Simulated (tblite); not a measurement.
Species: C5H6FO2S (doublet state).
Z-matrix (Å and degrees, GFN2-xTB geometry), rows numbered from 1:
```
O 
S   1  1.4380
O   2  1.4354  1  117.80
C   2  1.8952  1  112.35  3  -130.38
C   4  1.2743  2  104.33  1  -125.69
C   5  1.4679  4  125.82  2     0.10
C   6  1.5365  5  107.82  4    15.56
C   7  1.5129  2  106.71  1    15.21
F   8  1.3754  7  110.20  2  -179.21
H   4  1.0648  2  119.10  1    55.07
H   6  1.0938  5  111.25  4   136.52
H   6  1.0924  5  108.76  4  -104.95
H   7  1.0881  2  108.27  1  -104.82
H   8  1.0930  7  111.37  2   -60.27
H   8  1.0942  7  111.04  2    62.38
```

Computed geometry: GFN2-xTB, gas phase. This method treats the open shell by occupation alone, without spin polarisation.

Masses are those of the commonest isotopes; rigid-rotor values at the optimised geometry. The values belong to one conformer with, in the numbering `[O:1]=[S:2]1(=[O:3])[CH:4]=[C:5][CH2:6][C@@H:7]1[CH2:8][F:9]`, C6–C7–C8–F9 67°, O1–S2–C4–C5 -126°, C4–C5–C6–C7 16°, C5–C6–C7–C8 93°, O1–S2–C7–C6 135°.

(1) Give the principal moments of inertia and the rotational constants in MHz.

(2) What kind of rotor is it?

(3) Is it planar, by Δ = Ic − Ia − Ib?

(4) Give the other two planar moments, Paa and Pbb, and the rms extents of the mass along the axes.

(5) Give the coordinates in the principal-axis frame, origin at the centre of mass.

(6) Where do the levels up to J = 5 lie, in K?

(7) Estimate the classical rotational partition function at 10 K, 100 K and 500 K.

Results:

(1) Ia = 225.21, Ib = 414.85, Ic = 513.56 u·Å²; 505379 MHz·u·Å²/I gives A = 2244, B = 1218, C = 984.1 MHz.

(2) An asymmetric top. Ray's parameter κ = (2B − A − C)/(A − C) = -0.628; −1 is the prolate and +1 the oblate limit.

(3) Not planar: Δ = Ic − Ia − Ib = -126.50 u·Å². For a rigid frame Δ = −2 Σ m c², so Σ m c² = 63.25 u·Å² lies off the ab plane: 9.10 from hydrogen and 54.15 from heavier atoms. The atom farthest from that plane is 1.63 Å away.

(4) Paa = Σ m a² = (Ib + Ic − Ia)/2 = 351.60 and Pbb = Σ m b² = (Ia + Ic − Ib)/2 = 161.96 u·Å². With the mass M = 149.01 u, the rms extents √(P/M) along a, b and c are 1.54, 1.04, 0.65 Å.

(5) The sense of each axis is arbitrary; atoms in the order of the calculation.
```json
{"atom": "O1", "mass (u)": "15.995", "a (Å)": "-0.994", "b (Å)": "-1.516", "c (Å)": "-0.854"}
{"atom": "S2", "mass (u)": "31.972", "a (Å)": "-1.028", "b (Å)": "-0.389", "c (Å)": "0.039"}
{"atom": "O3", "mass (u)": "15.995", "a (Å)": "-1.910", "b (Å)": "-0.458", "c (Å)": "1.170"}
{"atom": "C4", "mass (u)": "12.000", "a (Å)": "-1.247", "b (Å)": "1.253", "c (Å)": "-0.880"}
{"atom": "C5", "mass (u)": "12.000", "a (Å)": "-0.272", "b (Å)": "1.970", "c (Å)": "-0.482"}
{"atom": "C6", "mass (u)": "12.000", "a (Å)": "0.761", "b (Å)": "1.559", "c (Å)": "0.477"}
{"atom": "C7", "mass (u)": "12.000", "a (Å)": "0.699", "b (Å)": "0.030", "c (Å)": "0.609"}
{"atom": "C8", "mass (u)": "12.000", "a (Å)": "1.650", "b (Å)": "-0.688", "c (Å)": "-0.323"}
{"atom": "F9", "mass (u)": "18.998", "a (Å)": "2.952", "b (Å)": "-0.441", "c (Å)": "0.045"}
{"atom": "H10", "mass (u)": "1.008", "a (Å)": "-2.076", "b (Å)": "1.372", "c (Å)": "-1.538"}
{"atom": "H11", "mass (u)": "1.008", "a (Å)": "1.756", "b (Å)": "1.870", "c (Å)": "0.144"}
{"atom": "H12", "mass (u)": "1.008", "a (Å)": "0.564", "b (Å)": "2.044", "c (Å)": "1.435"}
{"atom": "H13", "mass (u)": "1.008", "a (Å)": "0.812", "b (Å)": "-0.314", "c (Å)": "1.635"}
{"atom": "H14", "mass (u)": "1.008", "a (Å)": "1.502", "b (Å)": "-1.770", "c (Å)": "-0.287"}
{"atom": "H15", "mass (u)": "1.008", "a (Å)": "1.535", "b (Å)": "-0.333", "c (Å)": "-1.352"}
```

(6) Above 0(0,0), as E/k:
J = 1: 1(0,1) 0.106, 1(1,1) 0.155, 1(1,0) 0.166
J = 2: 2(0,2) 0.315, 2(1,2) 0.355, 2(1,1) 0.389, 2(2,1) 0.536, 2(2,0) 0.538
J = 3: 3(0,3) 0.626, 3(1,3) 0.654, 3(1,2) 0.722, 3(2,2) 0.854, 3(2,1) 0.862, 3(3,1) 1.129, 3(3,0) 1.129
J = 4: 4(0,4) 1.033, 4(1,4) 1.052, 4(1,3) 1.163, 4(2,3) 1.275, 4(2,2) 1.298, 4(3,2) 1.555, 4(3,1) 1.556, 4(4,1) 1.936, 4(4,0) 1.936
J = 5: 5(0,5) 1.535, 5(1,5) 1.546, 5(1,4) 1.710, 5(2,4) 1.800, 5(2,3) 1.849, 5(3,3) 2.087, 5(3,2) 2.092, 5(4,2) 2.468, 5(4,1) 2.468, 5(5,1) 2.958, 5(5,0) 2.958
The levels of one J sum to (2J + 1)J(J + 1)(A + B + C)/3.

(7) Point group C1, symmetry number σ = 1; q = (√π/σ)·√((kT/h)³/(ABC)), k/h = 20836.6 MHz/K: 3250 at 10 K, 103000 at 100 K, 1150000 at 500 K.

For this open shell read J as N, the rotation without spin; fine and hyperfine splittings come on top. Its GFN2-xTB frequencies are all real (lowest 47 cm⁻¹). These are rigid-rotor constants of the computed structure; measured ground-state constants (B0) also hold zero-point vibration.
